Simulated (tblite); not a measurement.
Start geometry of `CCC[CH]CC(F)F` [radical] from a force field or distance geometry (Å):
```
atom  x, y, z in Å
C1     2.2784    1.1097    0.0578
C2     1.9484   -0.2814   -0.4166
C3     0.4775   -0.5203   -0.5852
C4    -0.3263   -0.3160    0.6391
C5    -1.7952   -0.5736    0.5546
C6    -2.5206    0.2957   -0.4259
F7    -2.0929    0.1910   -1.7177
F8    -3.8776    0.0593   -0.2894
H9     1.6690    1.4196    0.9310
H10    3.3382    1.1380    0.3381
H11    2.1184    1.8769   -0.7462
H12    2.4443   -1.0251    0.2475
H13    2.4051   -0.3770   -1.4056
H14    0.3503   -1.5548   -0.9609
H15    0.1210    0.2463   -1.3548
H16    0.0632   -1.0475    1.4254
H17   -2.0287   -1.6260    0.2607
H18   -2.2261   -0.3581    1.5603
H19   -2.3563    1.3525   -0.1044
```

Q: What comes out of this run: tblite 0.8.0, GFN2-xTB geometry optimisation, gas phase?

A: 
```
atom  x, y, z in Å
C1     1.9668    1.1941   -0.2454
C2     2.0178   -0.3285   -0.2374
C3     0.6506   -0.9402   -0.5510
C4    -0.3437   -0.7251    0.5203
C5    -1.7975   -0.7574    0.2469
C6    -2.3696    0.6478   -0.0007
F7    -1.9153    1.1546   -1.1715
F8    -3.7218    0.6009   -0.1134
H9     1.2594    1.5554    0.4972
H10    2.9465    1.6110   -0.0233
H11    1.6494    1.5577   -1.2201
H12    2.3551   -0.6800    0.7399
H13    2.7411   -0.6693   -0.9810
H14    0.7847   -2.0211   -0.7216
H15    0.2697   -0.5310   -1.4933
H16   -0.0103   -0.5100    1.5201
H17   -2.0136   -1.3499   -0.6458
H18   -2.3561   -1.1669    1.0932
H19   -2.1230    1.3672    0.7946
```

The energy falls by 72.0 kJ/mol over 142 L-BFGS steps, the largest force on an atom goes from 3.16 to 0.010 eV/Å, and the atoms move by 0.685 Å rms after alignment. The bond that changes most is C4–H16 (ends: carbon bonded to 2 C and H; hydrogen on carbon), which shortens by 0.067 Å. Bonds longer at the end by more than 0.005 Å: 3 of 18; shorter: 13. Among the angles that change most is C5–C4–H16, from 105.3° to 118.7°. Among the dihedrals that turn most is H16–C4–C5–H17, from -60° to -158°. Rotational constants go from 4548, 859.1, 810.5 to 3947, 946.2, 838.3 MHz. The orientation of the end geometry is arbitrary; only internal coordinates are fixed.

Its lowest GFN2-xTB frequency is 14 cm⁻¹, too small to tell a flat minimum from a shallow saddle.

One conformer stands for the species.

These are computed values.
